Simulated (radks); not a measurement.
Values are calculated unless marked as measured or tabulated.
Problem. These are the eigenvalues of the occupied orbitals of an atom or ion with whole-number occupations (hartree). Level of theory: Dirac Kohn-Sham, RPBE, spin-unpolarised, spherical densities, finite nucleus; Fermi nuclear charge, rms radius of each element as measured or else 0.836 A^(1/3) + 0.57 fm (a radial shooting solver on a logarithmic mesh with Libxc functionals).

1s1/2: -2248.331
2s1/2: -381.5766
2p1/2: -364.0156
2p3/2: -325.5439
3s1/2: -86.83069
3p1/2: -79.07666
3p3/2: -70.91105
3d3/2: -57.71204
3d5/2: -55.92820
4s1/2: -17.92883
4p1/2: -14.78888
4p3/2: -12.93771
4d3/2: -7.77202
4d5/2: -7.43418
5s1/2: -2.94647
5p1/2: -2.07282
5p3/2: -1.82880
4f5/2: -1.14870
4f7/2: -1.09742
5f5/2: -0.23073

Which element is it, and in what charge state? The configuration may be excited. Open shells, if any, fill j = l - 1/2 first.

Solution. Z = 70, ytterbium, charge +2: Yb2+ in [Xe] 4f13 5f1. The list shows which subshells hold electrons but not how many an open one holds; the 1s level, -2248.3 hartree, gives Z - s = 67.1 by -(Z - s)^2/2, which with screening and relativity narrows Z to a few neighbours, and the depths of the outer levels then fix element, charge and occupations together.
